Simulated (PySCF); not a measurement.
# Excitation energy of Zn⁺ by level of theory

Zn⁺ [Ar] 3d10 4s1 (2S) → Zn⁺ [Ar] 3d9 4s2 (2D), as a difference of total energies. Computed with PySCF 2.14 in ANO-RCC-VTZP (6s5p3d2f1g, 59 functions), with the spin-free X2C one-electron Hamiltonian (Gaussian nucleus). Correlated levels: valence and next inner shell: [Ne] frozen. The calculations carry no spin-orbit coupling.

Problem. Order these methods by the excitation energy they give, lowest first.
A. MP2 (valence and next inner shell)
B. CCSD (valence and next inner shell)
C. CCSD(T) (valence and next inner shell)
D. UHF

Solution. D (54378 cm⁻¹), B (62813 cm⁻¹), C (63100 cm⁻¹), A (71804 cm⁻¹).

Errors of the correlated levels include the incompleteness of this basis and the frozen core.

For comparison: 63798 cm⁻¹ (measured; NIST levels, between the centres of gravity of the two terms).
